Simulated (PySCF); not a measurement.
SMILES [SiH3][CH][SiH3], doublet (PBE0/def2-SVP optimised geometry):

```
10

Si    -1.704    -0.873     0.000
C      0.153    -0.873     0.000
Si     1.305     0.584     0.032
H     -2.230    -1.589    -1.207
H     -2.229    -1.586     1.209
H     -2.232     0.525     0.000
H      0.633    -1.863    -0.024
H      2.149     0.612    -1.206
H      2.232     0.495     1.205
H      0.537     1.863     0.118
```

Calculation: unrestricted PBE0/def2-TZVP (PySCF).

Question: What are the frontier orbital energies (α orbitals alone; a β orbital can be the lowest empty one) and the dipole moment?

Answer: HOMO-2 -9.53 eV, HOMO-1 -9.20 eV, HOMO -7.15 eV, LUMO 0.28 eV, LUMO+1 1.16 eV; dipole moment 0.59 D.

On the same geometry unrestricted PBE/def2-TZVP in PySCF gives HOMO-2 -8.18 eV, HOMO-1 -7.89 eV, HOMO -5.82 eV, LUMO -0.52 eV, LUMO+1 0.34 eV; dipole moment 0.58 D.

Meta-Löwdin charges at PBE0/def2-TZVP: Si1 0.47, C2 -0.55, Si3 0.47, H4 -0.09, H5 -0.09, H6 -0.09, H7 0.14, H8 -0.09, H9 -0.09, H10 -0.09.
